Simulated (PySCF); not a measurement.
Q: Write Cartesian coordinates for `O[SiH2]O[SiH2][SiH3]` as optimised with PBE0-D3(BJ)/def2-SVP.

A: 
```xyz
13
H8O2Si3 angstrom
O     -1.1297    1.3539    0.4719
Si    -2.0371    0.0348    0.0184
O     -0.9399   -1.0970   -0.4446
Si     0.7020   -1.3999   -0.3541
Si     1.9357    0.5525    0.0796
H     -1.5590    2.1974    0.6359
H     -2.8445   -0.4812    1.1606
H     -2.9315    0.3617   -1.1284
H      0.9559   -2.4141    0.7167
H      1.1289   -1.9958   -1.6561
H      3.3863    0.1916   -0.0484
H      1.6340    1.6163   -0.9243
H      1.7054    1.0646    1.4624
```

Any rigid rotation of these coordinates is as good. Atoms count from 1 in this order. Si5 (SiH3 silicon) is tetrahedral (angles from 107.0° to 112.0°). Of the pairs four or more bonds apart, O1···Si5 is among the closest relative to their van der Waals radii: 3.19 Å, 88 % of the sum of Bondi's values. Si4 (oxygen-bound silicon) is tetrahedral (angles from 107.7° to 112.0°). The O–Si distances run from 1.643 Å (Si2–O3, drawn single) to 1.672 Å (O3–Si4, drawn single), a spread of 0.029 Å.

Bonds between heavy atoms (Å): O1–Si2 1.664, Si2–O3 1.643, O3–Si4 1.672, Si4–Si5 2.350.

Computed with PySCF, PBE0-D3(BJ)/def2-SVP geometry optimisation, gas phase.

Point group: near Cs, missed by 0.35 Å at most; the miss may be what the optimiser left on a soft mode. No PBE0-D3(BJ)/def2-SVP frequencies stand behind this structure, so it isn't proved a minimum. The numbers are those of one conformer (H–O1–Si2–O3 169°, O1–Si2–O3–Si4 13°, Si2–O3–Si4–Si5 -20°).

On an Arm Neoverse V1 with one thread (shared host), this took 90 s wall and 0.51 GiB of memory at its peak. That covers the optimisation of the geometry.
